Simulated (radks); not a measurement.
Values are calculated unless marked as measured or tabulated.
Os+, configuration [Xe] 4f14 5d5 6s1 6p1 (not the ground configuration). Level of theory: Dirac Kohn-Sham, revPBE, spin-unpolarised, spherical densities, finite nucleus; open shells fill j = l - 1/2 first; Fermi nuclear charge, rms radius 5.4126 fm (a radial shooting solver on a logarithmic mesh with Libxc functionals).

Normalised radial functions P(r) = r R(r) (large component), r in bohr:

r,6s1/2,6p3/2,7s1/2
0.002908,0.0510,0.0025,0.0209
0.003413,0.0555,0.0034,0.0227
0.004037,0.0601,0.0046,0.0246
0.004737,0.0640,0.0061,0.0262
0.005604,0.0674,0.0081,0.0276
0.006629,0.0695,0.0107,0.0284
0.007779,0.0698,0.0139,0.0286
0.009203,0.0677,0.0182,0.0277
0.0108,0.0627,0.0232,0.0257
0.01277,0.0537,0.0296,0.0220
0.01499,0.0410,0.0368,0.0168
0.01773,0.0229,0.0454,0.0094
0.02081,0.0013,0.0543,0.0005
0.02462,-0.0251,0.0638,-0.0103
0.02889,-0.0520,0.0719,-0.0213
0.03417,-0.0788,0.0780,-0.0322
0.0401,-0.0988,0.0795,-0.0404
0.04744,-0.1086,0.0743,-0.0444
0.05612,-0.1014,0.0600,-0.0415
0.06586,-0.0751,0.0366,-0.0307
0.0779,-0.0269,0.0023,-0.0110
0.09142,0.0330,-0.0363,0.0135
0.1081,0.0976,-0.0763,0.0400
0.1269,0.1431,-0.1041,0.0585
0.1501,0.1536,-0.1113,0.0628
0.1762,0.1153,-0.0892,0.0471
0.2084,0.0263,-0.0344,0.0106
0.2446,-0.0835,0.0380,-0.0344
0.2893,-0.1842,0.1134,-0.0755
0.3422,-0.2234,0.1599,-0.0912
0.4016,-0.1761,0.1551,-0.0713
0.4751,-0.0425,0.0911,-0.0161
0.5575,0.1258,-0.0134,0.0529
0.6595,0.2816,-0.1374,0.1159
0.7739,0.3519,-0.2325,0.1424
0.9155,0.3067,-0.2739,0.1198
1.074,0.1516,-0.2396,0.0515
1.271,-0.0903,-0.1277,-0.0512
1.491,-0.3383,0.0316,-0.1508
1.764,-0.5551,0.2211,-0.2258
2.07,-0.6789,0.3894,-0.2459
2.449,-0.7054,0.5228,-0.2003
2.897,-0.6353,0.5898,-0.0891
3.4,-0.5072,0.5837,0.0595
4.022,-0.3502,0.5130,0.2274
4.72,-0.2156,0.4079,0.3637
5.583,-0.1117,0.2864,0.4500
6.552,-0.0508,0.1807,0.4579
7.75,-0.0181,0.0950,0.3897
9.095,-0.0054,0.0431,0.2823
10.76,-0.0011,0.0153,0.1684
12.63,-0.0002,0.0045,0.0862
14.94,0.0000,0.0010,0.0349
17.53,0.0000,0.0002,0.0119
20.73,0.0000,0.0000,0.0029

6s1/2: eigenvalue -14.739 eV, 5 radial nodes at r = 0.0210, 0.0840, 0.217, 0.495, 1.20 bohr, <r> = 2.69 bohr, 90 % of the charge inside 3.91 bohr. 6p3/2 (empty): eigenvalue -7.880 eV, 4 radial nodes at r = 0.0787, 0.226, 0.547, 1.45 bohr, <r> = 3.64 bohr, 90 % of the charge inside 5.39 bohr. 7s1/2 (empty): eigenvalue -3.946 eV, 6 radial nodes at r = 0.0210, 0.0839, 0.217, 0.494, 1.17, 3.20 bohr, <r> = 6.64 bohr, 90 % of the charge inside 9.41 bohr.
